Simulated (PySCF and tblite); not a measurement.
Values are calculated unless marked as measured or tabulated.
System: C2H6BCl2N, numbered as in [CH3:1][N:2]([CH3:3])[B:4]([Cl:5])[Cl:6].

Motion: rotation about the B4–N2 bond (torsion Cl5–B4–N2–C1 from -180° to 0°, rising). GFN2-xTB gives an electronic barrier of 22.3 kcal/mol.

Task: What does BP86/pcSseg-1 + D3(BJ) give on GFN2-xTB geometries?

Result: A barrier of 23.8 kcal/mol, 1.5 above the tight-binding barrier (from unrounded values) and, with GFN2-xTB thermal terms, ΔG‡(298 K) = 22.9 kcal/mol and k = 0.00038 s⁻¹ (4 equivalent paths).

Programs: tblite and PySCF.
